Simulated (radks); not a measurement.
Valence configurations of Hf (all share [Xe]). Method: Dirac Kohn-Sham, LDA (Slater exchange, Perdew-Wang correlation), spin-unpolarised, spherical densities, finite nucleus; open shells fill j = l - 1/2 first; Fermi nuclear charge, rms radius 5.347 fm; computed with a radial shooting solver on a logarithmic mesh with Libxc functionals. Energies are relative to 4f14 5d2 6s2; eigenvalues in eV.

valence               E (eV)  e(4f5/2)  e(4f7/2)  e(5d3/2)  e(6p1/2)  e(6s1/2)
4f14 5d2 6s2           0.000   -17.675   -15.927    -3.008         -    -5.187
4f12 5d4 6s2          39.164   -33.614   -31.702    -5.082         -    -5.584
4f13 5d2 6s2 6p1      19.195   -28.963   -27.132    -6.525    -2.687    -6.823
4f12 5d3.5 6s2 6p0.5  41.028   -35.507   -33.594    -6.433    -2.281    -6.345
4f14 5d1 6s2 6p1       1.926   -21.000   -19.251    -5.222    -2.593    -6.505
4f13.5 5d2.5 6s2       7.256   -21.450   -19.662    -3.532         -    -5.313
4f12 5d2.5 6s2 6p1.5  46.084   -39.469   -37.554    -9.182    -3.197    -7.773
4f14 5d1 6s1 6p2       5.925   -22.215   -20.466    -6.191    -3.087    -7.171
4f14 5d3 6s1           2.399   -16.180   -14.433    -2.204         -    -4.794
4f14 5d2 6s1 6p1       3.542   -18.920   -17.172    -4.028    -2.321    -5.949

NIST lists [Xe] 4f14 5d2 6s2 as the ground configuration; this level of theory agrees among the configurations tried. The energies are those of spherical spin-averaged densities, not of single terms.
